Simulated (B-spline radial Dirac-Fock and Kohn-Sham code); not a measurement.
## Muonic isotope shifts in platinum

Model: the Dirac equation of a negative muon with reduced mass in the field of a spherical finite nucleus, with the Uehling potential to all orders; nuclear polarisation, deformation, hyperfine structure, self-energy, higher-order vacuum polarisation, relativistic recoil and electron screening are left out. Program: a radial finite-basis atomic code. Nuclear charge: Fermi distribution (skin thickness 2.3 fm); radii from Angeli and Marinova (2013). Reference ¹⁸⁸Pt, radius 5.4053 fm: 2p3/2 → 1s1/2 5703 keV, 3d5/2 → 2p3/2 2288 keV.

| A | radius (fm) | δ⟨r²⟩ (fm²) | shift 2p3/2 → 1s (keV) | shift 3d5/2 → 2p3/2 (keV) |
| --- | --- | --- | --- | --- |
| 178 | 5.3728 | -0.350 | +28.04 | +2.47 |
| 179 | 5.3915 | -0.149 | +11.86 | +1.02 |
| 180 | 5.3891 | -0.175 | +13.94 | +1.22 |
| 181 | 5.3996 | -0.062 | +4.88 | +0.40 |
| 182 | 5.3969 | -0.091 | +7.21 | +0.62 |
| 183 | 5.4038 | -0.016 | +1.27 | +0.09 |
| 184 | 5.4015 | -0.041 | +3.26 | +0.27 |
| 185 | 5.4148 | +0.103 | -8.18 | -0.76 |
| 186 | 5.4037 | -0.017 | +1.37 | +0.11 |
| 187 | 5.4063 | +0.011 | -0.86 | -0.08 |
| 189 | 5.406 | +0.008 | -0.60 | -0.05 |
| 190 | 5.4108 | +0.059 | -4.72 | -0.42 |
| 191 | 5.4102 | +0.053 | -4.20 | -0.37 |
| 192 | 5.4169 | +0.126 | -9.96 | -0.89 |
| 193 | 5.4191 | +0.149 | -11.84 | -1.05 |
| 194 | 5.4236 | +0.198 | -15.70 | -1.40 |
| 195 | 5.427 | +0.235 | -18.61 | -1.66 |
| 196 | 5.4307 | +0.275 | -21.77 | -1.95 |
| 198 | 5.4383 | +0.358 | -28.26 | -2.53 |

Values without a named source are computed, but for edge energies of neutral atoms, which are taken from tables.
